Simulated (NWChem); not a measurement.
CBC (C2H7B), optimised at B3LYP/6-31G* with NWChem:

| Item | Value |
|---|---|
| highest occupied level (eV) | -8.25 |
| orbital gap (eV) | 7.78 |
| dipole (D) | 0.41 |
| highest harmonic frequency (cm⁻¹) | 3114 |
| zero-point energy (kcal/mol) | 53.3 |

Pople sets run with spherical d functions.

### Question
One H atom is replaced by F, giving FB(C)C (C2H6BF), optimised at the same level. How do these values move?

### Answer
| quantity | new value | change |
|---|---|---|
| highest occupied level (eV) | -8.12 | +0.13 |
| orbital gap (eV) | 8.36 | +0.58 |
| dipole (D) | 1.16 | +0.75 |
| highest harmonic frequency (cm⁻¹) | 3128 | +14 |
| zero-point energy (kcal/mol) | 50.2 | -3.1 |
